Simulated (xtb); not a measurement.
CH7GeNSi2, SMILES [SiH2]1[GeH2][C](=N1)[SiH3]. All values are semi-empirical tight-binding results from xtb (GFN2-xTB unless named), good for trends rather than for accurate numbers. Geometry: GFN2-xTB. The structure was generated by enumeration, and PubChem lists no compound with its InChIKey, so it may never have been made.

Optimised geometry:

```xyz
12

Si     2.5983    -0.2465    -0.4321
C      0.7224    -0.0226    -0.3804
N      0.0802     0.2513    -1.4642
Si    -1.6208     0.4091    -1.1037
Ge    -0.6941    -0.1088     1.0705
H      3.1150    -0.1556    -1.7939
H      2.8678    -1.5645     0.1520
H      3.1591     0.8066     0.4207
H     -2.1359     1.7605    -1.2884
H     -2.4537    -0.6151    -1.7224
H     -0.3121     0.8220     2.2325
H     -0.6111    -1.4717     1.7756
```
Charge 0, spin multiplicity 1.

For metal compounds this method's bond lengths and energies can be far off.

Computed properties:
| Property | Value |
|---|---|
| orbital gap | 1.72 eV |
| zero-point energy | 38.9 kcal/mol |
| G − E(el) at 298.15 K (modified RRHO) | 17.3 kcal/mol |

Computed atomic charges and the Wiberg bond orders between heavy atoms:
charges (e) Si1 0.44, C2 -0.08, N3 -0.36, Si4 0.49, Ge5 0.06, H6 -0.09, H7 -0.10, H8 -0.10, H9 -0.08, H10 -0.08, H11 -0.06, H12 -0.06. Bond orders Si1–C2 0.89, C2–N3 1.87, N3–Si4 1.09, C2–Ge5 0.86, Si4–Ge5 0.65.
